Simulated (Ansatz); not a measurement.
Reaction (formal loss of a carbene): `C[NH][Ti]([F])([F])[Cl]` → `[CH2]` (triplet) + `[NH2][Ti]([F])([F])[Cl]`

Isolated molecules relaxed with PBE0-D4/def2-TZVP in Ansatz; ΔE leaves out vibrations. CCSD(T)/CBS adds triple-zeta CCSD(T) − MP2 to the extrapolated MP2 energy (def2 sets, frozen cores). This one scheme is used for every species. DFT in def2-TZVPP. Triplets are unrestricted, without spin–orbit coupling. For Ti outer-core shells are correlated without core-valence functions, which leaves a few kJ/mol of doubt a bond. Scalar relativity is left out up to krypton. Each species was taken in one conformer, which may not be the lowest.

**Question.** Is it downhill or uphill in electronic energy at CCSD(T)/CBS, and by how much? (An estimate is asked.)

**Answer.** The calculation gave: Uphill: ΔE = +4.26 eV.

**Question.** What do these levels give: PBE-D4, PBE, MP2/def2-SVP, SCS-MP2/def2-TZVPP, MP2/def2-QZVPP, HF/CBS(def2)? (Estimate.)

**Answer.** Ansatz gave: PBE-D4 4.33, PBE 4.26, MP2/def2-SVP 4.29, SCS-MP2/def2-TZVPP 4.30, MP2/def2-QZVPP 4.35, HF/CBS(def2) 2.70 eV.

Largest T1 diagnostic among the species: 0.024, so the coupled-cluster value is less sure than usual.

From BLYP to BHLYP (50 % exact exchange), in def2-TZVPP and without D4, ΔE moves by −0.09 eV. In def2-TZVPP, CCSD(T) changes the Hartree–Fock value by +1.45 eV (the triples alone add +0.14 eV) and MP2 by +1.59 eV. The D4 term adds +0.11 eV with B3LYP and +0.06 eV with PBE0; it sums over pairs of atoms, weighted by their polarisabilities, and B3LYP, whose exchange is more repulsive, gets the larger term.

B3LYP here is the variant with VWN-RPA as its local correlation; programs differ in this.
